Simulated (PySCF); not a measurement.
Computed vibrations of [PbCl5]−

[PbCl5]− (singlet). PySCF 2.14.0, RKS PBE0, Pb def2-SVP with ECP60, Cl def2-SVP; non-relativistic Hamiltonian with scalar-relativistic core potentials where named; density fitting; no spin-orbit coupling. Central differences of gradients.

```xyz
6

Pb    0.0000    0.0000   -0.0237
Cl    0.0000    0.0000    2.4445
Cl    2.4475    0.0000   -0.5758
Cl    0.0000    2.4475   -0.5758
Cl   -2.4475    0.0000   -0.5758
Cl    0.0000   -2.4475   -0.5758
```

Run from Python with OMP_NUM_THREADS=2. Where DIIS fails, smearing, a level shift and second-order steps follow.
It took 53 s on 2 threads of Arm Neoverse V2, with other jobs on the host.

Problem. What are the harmonic wavenumbers and infrared intensities?

Solution. Modes are labelled in C4v; negative numbers are unstable modes, those under 60 cm⁻¹ near the noise; a finer grid moves soft modes by up to 10 cm⁻¹.
```json
{"cm⁻¹": "-37", "km/mol": "–", "symmetry": "b1"}
{"cm⁻¹": "93", "km/mol": "0.6", "symmetry": "e"}
{"cm⁻¹": "93", "km/mol": "0.6", "symmetry": "e"}
{"cm⁻¹": "111", "km/mol": "15.2", "symmetry": "a1"}
{"cm⁻¹": "131", "km/mol": "16.1", "symmetry": "e"}
{"cm⁻¹": "131", "km/mol": "16.1", "symmetry": "e"}
{"cm⁻¹": "144", "km/mol": "0.0", "symmetry": "b2"}
{"cm⁻¹": "254", "km/mol": "0.0", "symmetry": "b1"}
{"cm⁻¹": "291", "km/mol": "1.6", "symmetry": "a1"}
{"cm⁻¹": "306", "km/mol": "74.0", "symmetry": "e"}
{"cm⁻¹": "306", "km/mol": "74.0", "symmetry": "e"}
{"cm⁻¹": "316", "km/mol": "52.6", "symmetry": "a1"}
```

Problem. Is this a minimum?

Solution. Probably not: 1 unstable, though so soft as to be near the noise; the lowest moves the atoms so:
```
Pb   0.00  0.00  0.00
Cl   0.00  0.00  0.00
Cl   0.12  0.00  0.48
Cl   0.00 -0.12 -0.48
Cl  -0.12  0.00  0.48
Cl   0.00  0.12 -0.48
```
